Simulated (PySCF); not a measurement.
# Excitation energy of Ru⁺ by level of theory

Ru⁺ [Kr] 4d7 (4F) → Ru⁺ [Kr] 4d6 5p1 (high-spin determinant), as a difference of total energies. Calculation: PySCF 2.14, in x2c-TZVPPall with one added diffuse shell each of s, p, d, f type (9s7p7d3f1g, 95 functions); scalar relativity by spin-free X2C-1e. Correlated levels: valence: [Kr] frozen; valence and next inner shell: [Ar] 3d10 frozen. The calculations carry no spin-orbit coupling.

```tsv
method	excitation energy (cm⁻¹)
UHF	38543
LDA	47262
PBE	46403
PBE0	46176
r2SCAN	45624
M06	49620
TPSS	47549
LC-wPBE	47560
TPSSh	47405
MP2 (valence)	46360
SCS-MP2 (valence)	49436
MP2 (valence and next inner shell)	45822
SCS-MP2 (valence and next inner shell)	47449
```

A first-order spin-orbit estimate (lowest level to lowest level, LS coupling) adds 0.127 eV.

The determinant of the upper state mixes LS terms, which raises its energy above the lowest term, most at the Hartree-Fock and MP2 levels.
